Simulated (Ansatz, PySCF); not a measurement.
Noncovalent pair: HF (SMILES F) (first 2 atoms) with HBr (SMILES Br); geometry from B3LYP-D3(BJ)/def2-TZVP, rigid monomers moved along the line of their centres of mass till F1···H4 is 2.38 Å.
(charge 0, multiplicity 1):
```xyz
4

F     -0.36219     0.13537     0.36942
H     -0.22032    -0.77429     0.26520
Br    -0.01430     0.99619     4.04061
H     -0.18618     0.88473     2.62541
```

Interaction energies are E(AB) − E(A) − E(B) at the monomers' geometry in the complex; basis-set methods are counterpoise corrected.

Cores are frozen in the correlated methods. Filled d and f shells under p-block atoms count as core. CBS: X⁻³ extrapolation of the correlation energy, Hartree–Fock from the larger set.

Programs: Ansatz (an electronic-structure program); PySCF for the dispersion terms. Values without a source in brackets are computed.

PBE/def2-TZVPPD gives -2.03 kcal/mol for the interaction energy.

**Question.** Where do these levels fall relative to PBE: PBE-D3(BJ)/def2-TZVPPD, r2SCAN/def2-TZVPPD, B3LYP/def2-TZVPPD, wB97M-V/def2-TZVPPD, MP2/CBS(aug-cc-pVTZ, aug-cc-pVQZ), CCSD(T)/CBS(aug-cc-pVTZ, aug-cc-pVQZ).

**Answer.** PBE-D3(BJ)/def2-TZVPPD -0.28; r2SCAN/def2-TZVPPD -0.10; B3LYP/def2-TZVPPD 0.38; wB97M-V/def2-TZVPPD -0.04; MP2/CBS(aug-cc-pVTZ, aug-cc-pVQZ) -0.14; CCSD(T)/CBS(aug-cc-pVTZ, aug-cc-pVQZ) -0.11 kcal/mol. 1 of 6 lie above PBE; the widest gap is to B3LYP/def2-TZVPPD.
